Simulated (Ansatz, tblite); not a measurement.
Cost and result up the ladder for `FC(F)(F)Sc1ccc(Sc2ccc(Sc3ccc(C(F)(F)F)cc3)cc2)cc1` (41 atoms). Total charge 0; singlet. Geometry: PBE-D4/def2-SVP.

```xyz
41

F    -4.205    1.062    4.266
C    -5.478    0.648    4.091
F    -6.114    0.709    5.273
F    -5.422   -0.640    3.697
S    -6.402    1.703    2.906
C    -5.368    1.427    1.473
C    -4.215    2.211    1.271
C    -3.412    2.005    0.146
C    -3.747    0.996   -0.783
S    -2.820    0.720   -2.278
C    -1.132    0.990   -1.778
C    -0.275    1.642   -2.686
C     1.087    1.791   -2.385
C     1.596    1.325   -1.160
S     3.307    1.626   -0.753
C     3.987   -0.013   -0.628
C     5.241   -0.130    0.013
C     5.865   -1.376    0.114
C     5.245   -2.525   -0.411
C     5.891   -3.875   -0.237
F     5.585   -4.425    0.967
F     7.244   -3.795   -0.297
F     5.489   -4.755   -1.186
C     3.998   -2.408   -1.049
C     3.372   -1.162   -1.165
C     0.731    0.692   -0.241
C    -0.616    0.502   -0.557
C    -4.902    0.213   -0.581
C    -5.713    0.434    0.539
H    -3.957    2.992    2.001
H    -2.521    2.629   -0.016
H    -0.678    2.032   -3.633
H     1.762    2.283   -3.101
H     5.724    0.763    0.436
H     6.844   -1.461    0.607
H     3.519   -3.302   -1.473
H     2.405   -1.082   -1.680
H     1.128    0.331    0.719
H    -1.279   -0.015    0.153
H    -5.154   -0.582   -1.299
H    -6.609   -0.181    0.707
```

Ansatz on 2 threads of AMD EPYC 7R13 on a shared host and a share (18 GiB) of an NVIDIA H100 80GB HBM3; xTB runs through tblite on one thread. Times are rough, summed over both states, and most runs start from the orbitals of an earlier one. PBE0-D4/def2-TZVP serves as the yardstick here, not as an exact answer. The other state is a doublet.

The xTB rows come from tblite. Single mean-field runs in def2-TZVP are fitted with def2-universal-jkfit.

Raw xTB energies of ions are shifted by several eV.

| level | functions | wall time | vertical IE (eV) | difference from PBE0-D4/def2-TZVP (eV) |
| --- | --- | --- | --- | --- |
| GFN2-xTB | 143 | 0.24 s | 12.34 | 4.66 |
| GFN1-xTB | 155 | 0.26 s | 13.17 | 5.50 |
| PBE-D4/def2-TZVP (with forces) | 989 | 20 s | 7.27 | -0.40 |
| PBE0-D4/def2-TZVP | 989 | 31 s | 7.68 | 0.00 |
| BHLYP-D4/def2-TZVP (with forces) | 989 | 31 s | 7.89 | 0.21 |
